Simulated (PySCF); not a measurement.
OP, multiplicity 2. Atoms are numbered in the order given.

```xyz
2

P      0.0000     0.0000    -0.5146
O      0.0000     0.0000     0.9649
```
Charge 0, spin multiplicity 2.

The structure is a stationary point at B3LYP-D3(BJ)/def2-TZVPD.

All values below come from PySCF with M06-2X/def2-TZVPD.

Gas-phase values at a fixed geometry.

```
Item                                                               Value
-----------------------------------------------  -----------------------
total energy                                          -416.53626 hartree
point group                                                          C∞v
α spin, highest occupied and lowest empty level       -6.81 and -2.42 eV
β spin, highest occupied and lowest empty level      -11.93 and -2.14 eV
dipole moment                                                  0.457 e·Å
⟨S²⟩                                             0.754 (pure state 0.75)
```
